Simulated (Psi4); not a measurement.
HO, doublet (typed; the unrestricted solution is spin-contaminated), geometry from GFN2-xTB, with bond 2-1 at 2.2 times its length.

Input for Psi4:
```
memory 2 GB

molecule mol {
0 2
  O    -0.000000   -0.000000   -0.107036
  H     0.000000    0.000000    2.012279
}

set basis pcseg-1
set reference uhf
set stability_analysis follow
set scf_type pk

energy('scf')
print_variables()
```

**Question.** Estimate the nuclear repulsion energy that HF/pcseg-1 in Psi4 returns for this input.

**Answer.** 1.9975 Eh

**Question.** What total energy does HF/pcseg-1 give?

**Answer.** -75.263638 Ha

**Question.** Estimate the <S^2> that HF/pcseg-1 returns for this input.

**Answer.** 1.695

**Question.** What number of basis functions does HF/pcseg-1 give?

**Answer.** 19

**Question.** What dipole moment does HF/pcseg-1 give?

**Answer.** 0.14 D

These values belong to the state on which the SCF converged, which isn't shown to be the lowest.
